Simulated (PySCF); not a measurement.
carbon tetrabromide (CBr$_{4}$), singlet, at a GFN2-xTB geometry; DF-TPSS/6-31G** (PySCF).

Here is a job for PySCF.
```python
from pyscf import gto, scf, dft

mol = gto.M(
    atom='''
Br    1.88985705   -0.40657397   -0.16942869
C    -0.00000000    0.00000000    0.00000000
Br   -0.29724605    1.87434458   -0.40502511
Br   -0.58108731   -0.36980271    1.81415315
Br   -1.01152370   -1.09796790   -1.23969935
''',
    basis='6-31g**',
    verbose=4,
)

mf = dft.RKS(mol)
mf.xc = 'tpss'
mf = mf.density_fit(auxbasis='def2-universal-jkfit')
mf.kernel()
mf.analyze()
```

**Question.** What does PySCF print? Leave out banner, timings and long lists.

**Answer.** 
```
PySCF version 2.14.0

[INPUT] verbose = 4
[INPUT] num. atoms = 5
[INPUT] num. electrons = 146
[INPUT] charge = 0
[INPUT] spin (= nelec alpha-beta = 2S) = 0
[INPUT] symmetry False subgroup None
[INPUT] Mole.unit = angstrom
[INPUT] Symbol           X                Y                Z      unit          X                Y                Z       unit  Magmom
[INPUT]  1 Br     1.889857050000  -0.406573970000  -0.169428690000 AA    3.571312239078  -0.768313452677  -0.320173821744 Bohr   0.0
[INPUT]  2 C      0.000000000000   0.000000000000   0.000000000000 AA    0.000000000000   0.000000000000   0.000000000000 Bohr   0.0
[INPUT]  3 Br    -0.297246050000   1.874344580000  -0.405025110000 AA   -0.561713626109   3.541997919263  -0.765386531472 Bohr   0.0
[INPUT]  4 Br    -0.581087310000  -0.369802710000   1.814153150000 AA   -1.098095870360  -0.698825842022   3.428252601517 Bohr   0.0
[INPUT]  5 Br    -1.011523700000  -1.097967900000  -1.239699350000 AA   -1.911502761507  -2.074858624564  -2.342692248301 Bohr   0.0

nuclear repulsion = 1456.4761060638
number of shells = 54
number of NR pGTOs = 407
number of NR cGTOs = 142
basis = 6-31g**
ecp = {}

******** <class 'pyscf.df.df_jk.DFRKS'> ********
method = DFRKS
initial guess = minao
damping factor = 0
level_shift factor = 0
DIIS = <class 'pyscf.scf.diis.CDIIS'>
diis_start_cycle = 1
diis_space = 8
diis_damp = 0
SCF conv_tol = 1e-09
SCF conv_tol_grad = None
SCF max_cycles = 50
direct_scf = False
XC library pyscf.dft.libxc version 7.1.2
    S. Lehtola, C. Steigemann, M. J. T. Oliveira, and M. A. L. Marques,  SoftwareX 7, 1–5 (2018)
XC functionals = tpss
    J. Tao, J. P. Perdew, V. N. Staroverov, and G. E. Scuseria,  Phys. Rev. Lett. 91, 146401 (2003)
    J. P. Perdew, J. Tao, V. N. Staroverov, and G. E. Scuseria,  J. Chem. Phys. 120, 6898 (2004)
    J. Tao, J. P. Perdew, V. N. Staroverov, and G. E. Scuseria,  Phys. Rev. Lett. 91, 146401 (2003)
    J. P. Perdew, J. Tao, V. N. Staroverov, and G. E. Scuseria,  J. Chem. Phys. 120, 6898 (2004)
radial grids:
    Treutler-Ahlrichs [JCP 102, 346 (1995); DOI:10.1063/1.469408] (M4) radial grids

becke partition: Becke, JCP 88, 2547 (1988); DOI:10.1063/1.454033
pruning grids: <function nwchem_prune>
grids dens level: 3
symmetrized grids: False
atomic radii adjust function: <function treutler_atomic_radii_adjust>
small_rho_cutoff = 0
Set gradient conv threshold to 3.16228e-05
Initial guess from minao.
tot grids = 95816
init E= -10329.4246996281
  HOMO = -0.287525110350551  LUMO = -0.130386241610514  gap/eV = 4.27597
cycle= 1 E= -10333.0419149535  delta_E= -3.62  |g|= 0.549  |ddm|= 2.88
  HOMO = -0.26882872623211  LUMO = -0.177796605614697  gap/eV = 2.47711
cycle= 2 E= -10332.6411609155  delta_E= 0.401  |g|= 1.39  |ddm|= 1.44
  HOMO = -0.255048385266721  LUMO = -0.1249027304737  gap/eV = 3.54144
cycle= 3 E= -10333.1000558186  delta_E= -0.459  |g|= 0.164  |ddm|= 1.17
  HOMO = -0.260098150226781  LUMO = -0.131745751809663  gap/eV = 3.49265
cycle= 4 E= -10333.1034593904  delta_E= -0.0034  |g|= 0.0287  |ddm|= 0.118
  HOMO = -0.260857666788951  LUMO = -0.131579474432539  gap/eV = 3.51784
cycle= 5 E= -10333.1036430282  delta_E= -0.000184  |g|= 0.00239  |ddm|= 0.0282
  HOMO = -0.260494584357756  LUMO = -0.131189275433544  gap/eV = 3.51858
cycle= 6 E= -10333.1036443909  delta_E= -1.36e-06  |g|= 0.00025  |ddm|= 0.00466
  HOMO = -0.260552217525479  LUMO = -0.131248585947888  gap/eV = 3.51853
cycle= 7 E= -10333.1036444055  delta_E= -1.46e-08  |g|= 0.000125  |ddm|= 0.000634
  HOMO = -0.26054155105555  LUMO = -0.131241910187881  gap/eV = 3.51842
cycle= 8 E= -10333.1036444094  delta_E= -3.84e-09  |g|= 6.89e-06  |ddm|= 0.000166
  HOMO = -0.260541645931994  LUMO = -0.13124193727005  gap/eV = 3.51842
cycle= 9 E= -10333.1036444094  delta_E= -2.91e-11  |g|= 4.81e-07  |ddm|= 7.07e-06
  HOMO = -0.260541659318053  LUMO = -0.13124191529027  gap/eV = 3.51843
Extra cycle  E= -10333.1036444094  delta_E=    0  |g|= 8.01e-07  |ddm|= 1.93e-06
converged SCF energy = -10333.1036444094
**** SCF Summaries ****
Total Energy =                      -10333.103644409380649
Nuclear Repulsion Energy =            1456.476106063801808
One-electron Energy =               -17283.539715900406009
Two-electron Energy =                 5493.959965427224233
Two-electron Coulomb Energy =         5864.172791498839615
DFT Exchange-Correlation Energy =     -370.212826071615211
HOMO-LUMO gap [eV] =                     3.518425247027196
**** MO energy ****
MO #1   energy= -481.716755237819  occ= 2
MO #2   energy= -481.716753027611  occ= 2
MO #3   energy= -481.716751009979  occ= 2
MO #4   energy= -481.716741604589  occ= 2
MO #5   energy= -61.9815061318654  occ= 2
MO #6   energy= -61.981504143351   occ= 2
MO #7   energy= -61.9815021666712  occ= 2
MO #8   energy= -61.9814810306978  occ= 2
MO #9   energy= -55.8206576647794  occ= 2
MO #10  energy= -55.8206528566212  occ= 2
MO #11  energy= -55.8206512974033  occ= 2
MO #12  energy= -55.8206490643255  occ= 2
MO #13  energy= -55.8155106540991  occ= 2
MO #14  energy= -55.8155103259373  occ= 2
MO #15  energy= -55.8155081011982  occ= 2
MO #16  energy= -55.8155078103797  occ= 2
MO #17  energy= -55.8155076069435  occ= 2
MO #18  energy= -55.8155074573236  occ= 2
MO #19  energy= -55.8155048331707  occ= 2
MO #20  energy= -55.8155045150909  occ= 2
MO #21  energy= -10.209677975877   occ= 2
MO #22  energy= -8.5190289322265   occ= 2
MO #23  energy= -8.51902649995888  occ= 2
MO #24  energy= -8.51902495845614  occ= 2
MO #25  energy= -8.51901909222687  occ= 2
MO #26  energy= -6.3669746467588   occ= 2
MO #27  energy= -6.36696147237403  occ= 2
MO #28  energy= -6.36695976031262  occ= 2
MO #29  energy= -6.36695748844908  occ= 2
MO #30  energy= -6.34999353906535  occ= 2
MO #31  energy= -6.34999296290696  occ= 2
MO #32  energy= -6.34999114591047  occ= 2
MO #33  energy= -6.34999013683437  occ= 2
MO #34  energy= -6.34998964918974  occ= 2
MO #35  energy= -6.34998898958732  occ= 2
MO #36  energy= -6.34998756834157  occ= 2
MO #37  energy= -6.34998660156655  occ= 2
MO #38  energy= -2.51268824278796  occ= 2
MO #39  energy= -2.51263522533335  occ= 2
MO #40  energy= -2.51263296846013  occ= 2
MO #41  energy= -2.51262969097436  occ= 2
MO #42  energy= -2.50839686918975  occ= 2
MO #43  energy= -2.50839386942285  occ= 2
MO #44  energy= -2.50838865160304  occ= 2
MO #45  energy= -2.50834267822478  occ= 2
MO #46  energy= -2.50833594313611  occ= 2
MO #47  energy= -2.50833192371323  occ= 2
MO #48  energy= -2.50832357846516  occ= 2
MO #49  energy= -2.50831950450101  occ= 2
MO #50  energy= -2.49565973256896  occ= 2
MO #51  energy= -2.49565841935113  occ= 2
MO #52  energy= -2.49565671049761  occ= 2
MO #53  energy= -2.49565402442368  occ= 2
MO #54  energy= -2.49565308214916  occ= 2
MO #55  energy= -2.49565115394033  occ= 2
MO #56  energy= -2.49565010791157  occ= 2
MO #57  energy= -2.49564619549649  occ= 2
MO #58  energy= -0.855781126800622 occ= 2
MO #59  energy= -0.746170280711823 occ= 2
MO #60  energy= -0.74616623928272  occ= 2
MO #61  energy= -0.746164325803853 occ= 2
MO #62  energy= -0.572217958972863 occ= 2
MO #63  energy= -0.432785377509812 occ= 2
MO #64  energy= -0.432779933555164 occ= 2
MO #65  energy= -0.43277937069471  occ= 2
MO #66  energy= -0.311503373266377 occ= 2
MO #67  energy= -0.311501028984307 occ= 2
MO #68  energy= -0.291028599675676 occ= 2
MO #69  energy= -0.291028057027521 occ= 2
MO #70  energy= -0.291023962853749 occ= 2
MO #71  energy= -0.260542910384322 occ= 2
MO #72  energy= -0.260542188894429 occ= 2
MO #73  energy= -0.260541659318053 occ= 2
MO #74  energy= -0.13124191529027  occ= 0
MO #75  energy= -0.0634971147597723 occ= 0
MO #76  energy= -0.0634968791254974 occ= 0
MO #77  energy= -0.063495620935779 occ= 0
MO #78  energy= 0.149146876635608  occ= 0
MO #79  energy= 0.220827208439854  occ= 0
MO #80  energy= 0.220830135967709  occ= 0
MO #81  energy= 0.220836404180941  occ= 0
 ** Mulliken pop on meta-lowdin orthogonal AOs  **
 ** Mulliken pop  **
 ** Mulliken atomic charges  **
charge of    0Br =      0.02370
charge of    1C =     -0.09481
charge of    2Br =      0.02370
charge of    3Br =      0.02371
charge of    4Br =      0.02370
Dipole moment(X, Y, Z, Debye):  0.00021, -0.00018, -0.00002
```
